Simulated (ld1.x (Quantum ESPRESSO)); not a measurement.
# gold: variants of one PAW potential

Base potential:

ld1.x (Quantum ESPRESSO) 7.5 input, shortened:

```
&input
   title='Au', zed=79., rel=1, dft='REVPBE', iswitch=3,
   config='[Xe] 4f14 5d10 6s1 6p0'
 /
 &inputp
   pseudotype=3, lpaw=.true., tm=.true., lloc=-1, rcloc=1.70,
   nlcc=.true., new_core_ps=.true., rcore=1.00,
   which_augfun='PSQ', rmatch_augfun_nc=.true.
 /
6
6S  1  0   1.00   0.00  2.10  2.60  0.0
6S  1  0   0.00   0.10  2.10  2.60  0.0
6P  2  1   0.00   0.00  2.85  3.25  0.0
6P  2  1   0.00   2.75  2.85  3.25  0.0
5D  3  2  10.00   0.00  1.80  2.20  0.0
5D  3  2   0.00   4.90  1.80  2.20  0.0
 &test
   configts(1)='5d10 6s1 6p0'
 /
```

All-electron outer shells of the reference configuration (revPBE, scalar-relativistic, ld1.x):

```
shell  level (eV)  outermost node (bohr)  outermost maximum (bohr)
   4f      -81.01                      –                      0.37
   5p      -59.70                   0.52                      0.96
   5d       -6.81                   0.56                      1.21
   6s       -5.65                   1.11                      2.32
   6p       -0.75                   1.32                      3.74
```

Cutoffs, loose and tight: the cutoffs (Ry, on a coarse ladder) from which the occupation-weighted sum of valence levels, in a spherical-Bessel basis at the reference potential, stays within 10 and 1 mRy of its value at 400 Ry. They do not see the model core or the augmentation charge, which bear on the density cutoff. Test errors are all-electron minus pseudo excitation energies from the reference, over the configurations 5d10 6s0 6p0; 5d9 6s0 6p0; 5d8 6s0 6p0; 5d10 6s0 6p1; 5d10 6s0.5 6p0; 5d9 6s1 6p1; 5d9 6s2 6p0. A dash means not determined; rows that change the core or the reference have their own tests.

A true bound ghost makes a file unfit for plane-wave use even where its test errors are small: the radial tests pick states by their node count and pass the ghost by.

```tsv
change	outcome	cutoff, loose	cutoff, tight	bound ghosts	largest test error (meV)
base	generated	25 Ry	40 Ry	s	-184
waves 6s (bound): rcut 2.10, rcutus 2.44 bohr; 6s channel at 0.1 Ry: rcut 2.10, rcutus 2.44 bohr	generated	25 Ry	40 Ry	s	-183
core correction Bessel-smoothed model core inside 2.32 bohr	generated	25 Ry	40 Ry	s	-182
wave 6p channel at 2.75 Ry: rcut 2.85, rcutus 3.25 bohr becomes 6p channel at 3.38 Ry: rcut 2.85, rcutus 3.25 bohr	generated	25 Ry	40 Ry	s	-184
local potential all-electron potential smoothed inside 2.92 bohr (lloc = -1)	generated	25 Ry	40 Ry	none	-204
waves 5d (bound): rcut 1.80, rcutus 2.50 bohr; 5d channel at 4.9 Ry: rcut 1.80, rcutus 2.50 bohr	failed: new_paw_hamiltonian: negative rho	–	–	–	–
waves 6p (bound): rcut 2.66, rcutus 2.82 bohr; 6p channel at 2.75 Ry: rcut 2.66, rcutus 2.82 bohr	generated	25 Ry	40 Ry	s	-184
functional LDA (PZ)	generated	25 Ry	40 Ry	s	-172
local potential all-electron potential smoothed inside 2.90 bohr (lloc = -2)	generated	25 Ry	40 Ry	none	-659
```
